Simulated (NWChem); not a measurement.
System: SiH2F2; SMILES [SiH2](F)F

The following NWChem deck was run.

```
start job
memory heap 200 mb stack 900 mb global 1100 mb
geometry units angstroms noautosym nocenter noautoz
  Si     0.000000     0.000000     0.432853
  F      1.300926     0.000000    -0.518289
  F     -1.300926     0.000000    -0.518289
  H      0.000000     1.246221     1.232047
  H      0.000000    -1.246221     1.232047
end
basis spherical
  * library def2-svpd
end
dft
  xc xcamb88 1.00 lyp 0.81 vwn_5 0.19 hfexch 1.00
  cam 0.33 cam_alpha 0.19 cam_beta 0.46
  iterations 150
end
property
  response 1 0.0
end
task dft property
```

Geometry: optimised at PBE0/def2-SVP.

Static field.

### Question
What results follow from this input? (CAM-B3LYP/def2-SVPD.) Quantities: isotropic polarisability (bohr³); anisotropy (bohr³).

### Answer
* **isotropic polarisability (bohr³)**: 26.2
* **anisotropy (bohr³)**: 1.5
